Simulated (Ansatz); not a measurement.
Relaxation of FH5OSiZn (9 atoms, charge 0, multiplicity 1), to a largest force component of 0.03 eV/Å in at most 50 steps.

All numbers below come from RKS PBE0-D4/def2-mTZVP in Ansatz 0.2.0.

```xyz
9
Properties=species:S:1:pos:R:3
Zn -0.201 -1.178 0.384
Si 1.083 0.756 0.630
O -1.074 -2.734 0.307
H -0.667 1.294 -1.384
F -1.432 0.839 -1.606
H 0.655 1.604 1.778
H 0.928 1.638 -0.583
H 2.549 0.519 0.750
H -1.840 -2.738 -0.276
```

Where does it end, and by what steps?

The run converged. The force dipped under the threshold on the way, but the program's further checks kept it going. After 12 steps the energy has fallen by 0.042 eV; F5 moved furthest, 0.51 Å.

```tsv
step	energy less start (eV)	largest force component (eV/Å)	accepted
0	0.0000	0.776	yes
1	0.0518	1.734	no
2	-0.0119	0.521	yes
3	-0.0196	0.291	yes
4	-0.0261	0.105	yes
5	-0.0277	0.193	yes
6	-0.0277	0.614	no
7	-0.0323	0.352	yes
8	-0.0387	0.047	yes
9	-0.0403	0.025	yes
10	-0.0406	0.114	yes
11	-0.0413	0.079	yes
12	-0.0416	0.014	yes
```

```xyz
9
Properties=species:S:1:pos:R:3
Zn -0.285 -1.048 0.363
Si 1.094 0.829 0.691
O -1.215 -2.575 0.308
H -0.676 1.089 -1.476
F -1.247 0.369 -1.638
H 0.885 1.537 1.984
H 0.762 1.846 -0.374
H 2.553 0.569 0.538
H -1.870 -2.616 -0.396
```

Whether the end is a true minimum wasn't checked by a vibrational analysis.

Run time: 50 s on 2 threads of Arm Neoverse V1, on a shared host, peak memory 0.27 GiB.
